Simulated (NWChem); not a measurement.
H₂OSi

```xyz
4

Si     0.3955     0.5087     0.0000
H      1.6041    -0.4718     0.0000
O     -0.8203    -0.6352     0.0000
H     -0.5785    -1.5679     0.0000
```
Charge 0, spin multiplicity 1.

The numbers come from NWChem runs, not from measurements. The geometry was optimised at PBE0/def2-SVP, a minimum by its harmonic frequencies. It is one conformer; others weren't searched.

Symmetry labels belong to the abelian group Cs used in the runs, with the axes of the coordinates shown.

The structure started from a generated list of species.

Task: List the lowest 4 singlet excitations that TD-PBE/aug-cc-pVDZ gives, with oscillator strengths.

Result: 
| state | symmetry | energy (eV) | wavelength (nm) | f |
|---|---|---|---|---|
| 1 | a" | 3.11 | 398 | 0.020 |
| 2 | a' | 4.63 | 268 | 0.039 |
| 3 | a" | 5.62 | 221 | 0.021 |
| 4 | a' | 5.64 | 220 | 0.085 |
